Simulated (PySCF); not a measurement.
Do core-level shifts follow atomic charges?

Species: C₄H₈F₂O₂.
Structure used (PBE0-D3(BJ)/def2-SVP), in Å, numbered top down from 1:
```xyz
16
C4H8F2O2 angstrom
C     -2.449    0.436   -0.102
C     -1.222   -0.215    0.482
O     -0.314   -0.496   -0.567
C      0.854   -1.100   -0.165
O      1.680   -0.239    0.590
C      2.269    0.751   -0.129
F      2.719    1.660    0.735
F      3.329    0.268   -0.814
H     -2.187    1.381   -0.601
H     -2.923   -0.223   -0.845
H     -3.181    0.654    0.689
H     -0.743    0.444    1.228
H     -1.483   -1.158    1.002
H      0.673   -1.964    0.498
H      1.377   -1.429   -1.077
H      1.581    1.226   -0.851
```

Binding energies: delta-SCF UKS SCAN, pcX-2 on the ionised atom, pcseg-1 elsewhere, spin-free X2C (PySCF 2.14.0). Charges: PBE0/pcSseg-1 ground-state density, for the ionised atom.

```
atom                     environment  C 1s (eV)  Mulliken (e)  IAO (e)  Hirshfeld (e)  ESP (e)
  C1                   methyl carbon     291.06        -0.289   -0.413         -0.118   -0.480
  C2      sp3 carbon bound to oxygen     292.48        -0.014   -0.047         +0.005   +0.431
  C4  sp3 carbon bearing two oxygens     294.20        +0.282   +0.126         +0.074   +0.048
  C6                     CHF2 carbon     297.19        +0.673   +0.608         +0.198   +0.597
```

Task: Give the correlation coefficient and slope of binding energy on charge for each scheme.

Result: Mulliken: r = 1.00, slope 6.4 eV per e; IAO: r = 0.99, slope 6.2 eV per e; Hirshfeld: r = 0.98, slope 19.7 eV per e; ESP: r = 0.75, slope 4.1 eV per e. On 4 points no scheme stands out.

Task: The point-charge model writes a binding energy as kq + V + constant, with V the potential of the other atoms' charges at the site. What does it give with the Hirshfeld charges?

Result: V = Σ 14.40 eV Å × q/r over all other atoms: +1.77 eV at C1, -0.24 eV at C2, -0.82 eV at C4, -2.79 eV at C6. Fitting binding energy − V to q gives k = 33.8 eV per e and leaves an rms residual of 0.37 eV, against 0.41 eV for the fit on q alone. The model has no term for differences in relaxation between sites.

Isolated species at its PBE0-D3(BJ)/def2-SVP geometry (one conformer only).
